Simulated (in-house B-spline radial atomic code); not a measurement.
## Neutral ytterbium: [Kr] 4d10 4f14 5s2 5p5 6s2 7f1 (an excited or competing configuration)

Method: Dirac-Hartree-Fock, average of configuration, Fermi nucleus of rms radius 5.3108 fm. Calculated with an all-electron radial atomic-structure program (B-spline basis).

Effective charges: Z_r = [3n² - l(l+1)]/(2<r>) from the radius, Z_e = n√(-2ε) from the energy, and Slater's rules. Values are occupation-weighted means over j. An effective charge above Z reflects the relativistic contraction of the inner shells.

| shell | electrons | ε (eV) | <r> (bohr) | Z_r | Z_e | Slater |
| --- | --- | --- | --- | --- | --- | --- |
| 1s | 2 | -61718 | 0.01966 | 76.30 | 67.35 | 69.70 |
| 2s | 2 | -10594 | 0.08269 | 72.56 | 55.81 | 65.85 |
| 2p | 6 | -9382 | 0.07377 | 67.77 | 52.52 | 65.85 |
| 3s | 2 | -2452.7 | 0.2157 | 62.60 | 40.28 | 58.75 |
| 3p | 6 | -2076.1 | 0.215 | 58.13 | 37.06 | 58.75 |
| 3d | 10 | -1592.9 | 0.1961 | 53.56 | 32.46 | 48.85 |
| 4s | 2 | -519.82 | 0.4887 | 49.11 | 24.72 | 42.25 |
| 4p | 6 | -392.88 | 0.5184 | 44.37 | 21.49 | 42.25 |
| 4d | 10 | -217.73 | 0.5627 | 37.32 | 16.00 | 30.85 |
| 5s | 2 | -76.758 | 1.219 | 30.77 | 11.88 | 12.70 |
| 5p | 5 | -45.244 | 1.434 | 25.46 | 9.12 | 12.70 |
| 4f | 14 | -25.671 | 0.7408 | 24.30 | 5.49 | 19.45 |
| 6s | 2 | -11.731 | 3.497 | 15.44 | 5.57 | 3.70 |
| 7f | 1 | -0.37941 | 47.73 | 1.41 | 1.17 | 1.00 |

The least bound orbital is 7f7/2 at -0.3794 eV, and it is also the most diffuse (<r> = 47.73 bohr). The part-filled 5p shell lies below the filled 6s shell in orbital energy.

Spin-orbit splittings of the orbital energies (j = l + 1/2 above j = l - 1/2 when positive): 2p 1050 eV, 3p 226.6 eV, 3d 49.01 eV, 4p 51.67 eV, 4d 9.64 eV, 5p 6.584 eV, 4f 1.556 eV, 7f 3.979e-06 eV.

For the 1s electron the small component carries 6.9 % of the norm, the zero-frequency Breit interaction raises the level by 202.3 eV, self-energy by 124.3 eV, and vacuum polarisation lowers it by 22.14 eV.

The density falls to 0.001 bohr⁻³ at 4.801 bohr; Σ<r²> = 2643 bohr² gives, by the non-relativistic formula and without the paramagnetism of open shells, a Langevin diamagnetic susceptibility of -2093×10⁻⁶ cm³/mol.
